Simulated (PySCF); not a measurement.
C8H5FOS, SMILES Fc1ccsc1-c1ccco1.

Coordinates come from a B3LYP-D3(BJ)/def2-SVP optimisation. The structure was generated by enumeration, and PubChem lists no compound with its InChIKey, so it may never have been made. Other conformers were not sampled.

Calculation: PySCF 2.14.0 with TDA-PBE/def2-SVP.

Vertical excitations. Gas-phase values at a fixed geometry.

Computed lowest excited states:
| state | energy (eV) | λ (nm) | f | main pairs |
|---|---|---|---|---|
| S1 | 4.20 | 295 | 0.484 | HOMO→LUMO 79 % |
| S2 | 4.71 | 263 | 0.000 | HOMO→LUMO+2 100 % |
| S3 | 4.91 | 253 | 0.137 | HOMO−1→LUMO 61 %, HOMO→LUMO+1 17 % |
| S4 | 5.03 | 246 | 0.111 | HOMO−2→LUMO 35 %, HOMO→LUMO+1 26 %, HOMO−1→LUMO 17 %, HOMO→LUMO+3 8 % |
| S5 | 5.38 | 231 | 0.069 | HOMO−3→LUMO 44 %, HOMO−2→LUMO 22 %, HOMO→LUMO+1 13 %, HOMO→LUMO+3 7 % |
| S6 | 5.98 | 207 | 0.000 | HOMO−1→LUMO+2 99 % |
| S7 | 6.07 | 204 | 0.052 | HOMO→LUMO+3 55 %, HOMO−2→LUMO+1 28 % |
| S8 | 6.12 | 203 | 0.014 | HOMO−1→LUMO+1 44 %, HOMO−3→LUMO 18 %, HOMO−1→LUMO+3 12 %, HOMO→LUMO+7 7 % |
| S9 | 6.24 | 199 | 0.000 | HOMO→LUMO+4 97 % |
| S10 | 6.37 | 195 | 0.001 | HOMO→LUMO+5 97 % |
| T1 | 2.66 | 466 | 0 | HOMO→LUMO 98 % |
| T2 | 3.95 | 314 | 0 | HOMO−1→LUMO 99 % |
| T3 | 4.13 | 300 | 0 | HOMO→LUMO+1 79 % |
| T4 | 4.54 | 273 | 0 | HOMO→LUMO+2 99 % |
Triplets are in the Tamm–Dancoff approximation.
